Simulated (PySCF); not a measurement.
Si(Cl)(Br)(NH2)2 (BrClH4N2Si), SMILES N[Si](Cl)(N)Br.

Coordinates come from a PBE0-D3(BJ)/def2-SVP optimisation. The structure was generated by enumeration, and PubChem lists no compound with its InChIKey, so it may never have been made. One conformer was computed; it need not be the lowest.

Level of theory: PBE/def2-TZVP run with PySCF.

Gas-phase values at a fixed geometry.

The total energy is -3435.15616 hartree. The highest occupied level comes out as -6.48 eV and the lowest empty level is -0.55 eV. The orbital gap is 5.93 eV and the dipole moment is 0.500 e·Å. The quadrupole, principal values (traceless, Buckingham form, about the centre of nuclear charge) is -8.78, 0.45, 8.33 D·Å and the mean static polarisability comes out as 71.5 bohr³ (10.59 Å³). The polarisability, principal values is 63.6, 70.5, 80.3 bohr³.
